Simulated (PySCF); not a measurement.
## EPR parameters of C6H4F2N

Species: C6H4F2N (doublet state).
Atom-mapped SMILES: `[NH:1][c:2]1[cH:3][c:4]([F:5])[cH:6][cH:7][c:8]1[F:9]` (hydrogens: H10 on N1; H11 on C3; H12 on C6; H13 on C7)

Geometry (GFN2-xTB, Å), atoms numbered from 1 in this order:
```
atom  x, y, z in Å
N1     2.432   -0.429   -0.232
C2     1.159   -0.199   -0.114
C3     0.642    1.068   -0.532
C4    -0.693    1.335   -0.418
F5    -1.163    2.532   -0.815
C6    -1.609    0.415    0.099
C7    -1.151   -0.829    0.518
C8     0.184   -1.124    0.415
F9     0.629   -2.326    0.819
H10    2.717   -1.353    0.088
H11    1.333    1.791   -0.933
H12   -2.652    0.680    0.166
H13   -1.832   -1.561    0.921
```

The hyperfine couplings belong to this conformer and change with its torsions.

The calculation used UKS B3LYP, pcH-1 on C F H N, non-relativistic, mean-field spin-orbit, GIAO (PySCF 2.14.0). The structure is a single GFN2-xTB conformer in the gas phase; no vibrational or solvent corrections. A GFN2-xTB geometry isn't a minimum of the functional, and hyperfine couplings can be far from their values at a DFT geometry. Stability of the SCF solution: not tested. ⟨S²⟩ is 0.788 where a pure state has 0.75.

```
g1, g2, g3        : 2.00210, 2.00353, 2.00543
g_iso             : 2.00369
Form of g         : rhombic: the two nearest values differ by 43 % of g3 − g1
⟨S²⟩              : 0.7879 (exact 0.7500)
α and β electrons : 33, 32
Basis functions   : 265
```

Isotropic coupling and dipolar principal values T1 to T3, in G (MHz turned into gauss with g_iso; 10 G = 1 mT):

| atom | isotope | a_iso | T1 | T2 | T3 | Mulliken spin population |
| --- | --- | --- | --- | --- | --- | --- |
| N1 | 14N | 6.8 | -9.3 | -9.2 | 18.5 | 0.57 |
| C2 | 13C | -14.7 | -7.9 | 2.7 | 5.2 | -0.17 |
| C3 | 13C | 7.8 | -7.3 | -7.1 | 14.4 | 0.27 |
| C4 | 13C | -10.1 | -6.9 | 3.2 | 3.6 | -0.13 |
| F5 | 19F | -7.0 | -19.0 | 7.3 | 11.6 | -0.01 |
| C6 | 13C | 11.1 | -10.2 | -9.5 | 19.6 | 0.35 |
| C7 | 13C | -9.4 | -6.9 | 3.1 | 3.8 | -0.16 |
| C8 | 13C | 11.7 | -9.4 | -9.1 | 18.5 | 0.29 |
| F9 | 19F | 15.6 | -30.6 | -24.5 | 55.1 | 0.02 |
| H10 | 1H | -13.3 | -10.5 | -2.3 | 12.8 | -0.02 |
| H11 | 1H | -6.3 | -2.6 | -0.8 | 3.4 | -0.01 |
| H12 | 1H | -8.3 | -4.9 | -0.1 | 5.0 | -0.02 |
| H13 | 1H | 2.8 | -1.0 | -0.5 | 1.5 | 0.01 |

Largest spin populations (Mulliken): N1 (+0.57), C6 (+0.35), C8 (+0.29) and C3 (+0.27). Four atoms exceed +0.15. The positive populations add up to 1.51 and the negative ones to -0.51, together 2S = 1.

The SMILES `[NH]c1cc(F)ccc1F` draws the unpaired electron on N1, whose computed spin population is only +0.57.

Axes: g1 is normal to the molecular plane and g2 points within 1° of the C2–C8 bond.

Under fast tumbling the dipolar parts average out, and these isotropic splittings remain (the largest six): 1 × 19F (F9, I = 1/2, 2 lines) with 1.56 mT, 1 × 1H (H10, I = 1/2, 2 lines) with 1.33 mT, 1 × 1H (H12, I = 1/2, 2 lines) with 0.83 mT, 1 × 19F (F5, I = 1/2, 2 lines) with 0.70 mT, 1 × 14N (N1, I = 1, 3 lines) with 0.68 mT and 1 × 1H (H11, I = 1/2, 2 lines) with 0.63 mT.

The 13C coupling of C2 (-41.2 MHz) shows only in satellite lines or after enrichment, since that isotope makes up about 1.07 % of natural carbon.

β density exceeds α density at some nuclei, such as C2 (-0.0366), C4 (-0.0251) and C7 (-0.0234), spin density in bohr⁻³. In a single determinant that takes different orbitals for the two spins, that is spin polarisation.

Hardware: an Intel Xeon at 2.50 GHz with one thread, shared host with 64 logical CPUs at a one-minute load of 59. Cost: 2.7 min wall (grids of density and orbitals included), 0.96 GiB resident at most.
